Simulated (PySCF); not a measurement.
Work out the structure from these simulated measurements.

Formula: C3H13BOSi.

| Item | Value |
| --- | --- |
| Valence photoelectron | vertical ionisation energy: 9.61 eV [ΔSCF PBE0/def2-SVPD] |
| Triplet | lowest triplet excitation (Tamm–Dancoff): 6.94 eV [TDA PBE0/def2-SVPD] |
| 13C NMR | chemical shifts (computed TMS as zero) by class: 63.6 (2 C), -7.2 (1 C) ppm [GIAO PBE0/pcSseg-1] |
| UV, strongest line | among the 10 lowest singlet transitions: S9 at 8.08 eV (153 nm, f = 0.067) [TDDFT PBE0/def2-SVPD] |
| 1H NMR | chemical shifts (computed TMS as zero) by class: 3.78 (3 H), 3.44 (6 H), 3.37 (2 H), -0.15 (2 H) ppm [GIAO PBE0/pcSseg-1] |
| Rotational structure | rotational constants A, B, C: 6.132, 1.108, 1.044 GHz [PBE0-D3(BJ)/def2-SVP] |

Electronic properties: PySCF, gas phase, density fitting. Levels stand in brackets. Isolated species at its PBE0-D3(BJ)/def2-SVP geometry (one conformer only). NMR classes are plain means over equivalent atoms (diastereotopic ones count apart unless rotation or inversion swaps them), as if these changed places fast.

Problem. What is the compound? Reason from the data.

Solution. Numbering: `[CH3:1][O+:2]([CH3:3])[BH2-:4][CH2:5][SiH3:6]`. 3 carbons fall into 2 classes; from least to most shielded: O-methyl carbon [C1/C3] (63.6 ppm, 2 C), sp3 carbon bound to silicon [C5] (-7.2 ppm). Hydrogen classes from least to most shielded: 3 H on an SiH3 silicon, Si6 (3.78 ppm), 6 H on 2 O-methyl carbons, C1/C3 (3.44 ppm, a mean of values up to 0.7 ppm apart in this geometry), 2 H on a four-coordinate boron, B4 (3.37 ppm), 2 H on an sp3 carbon bound to silicon, C5 (-0.15 ppm). The first electron is taken from the HOMO, whose largest Löwdin shares are 0.31 on the sp3 carbon bound to silicon, 0.20 on the four-coordinate boron, 0.12 on the oxygen bonded to B and 2 C and 0.11 on the SiH3 silicon. The optimised geometry has point group Cs and is an asymmetric top. Structure: `C[O+](C)[BH2-]C[SiH3]`. The assignments are read from this structure; whether some other isomer fits the data as well wasn't checked.

Shape of the structure used: `[CH3:1][O+:2]([CH3:3])[BH2-:4][CH2:5][SiH3:6]`: C1–O2–B4–C5 -70°, O2–B4–C5–Si6 179°.
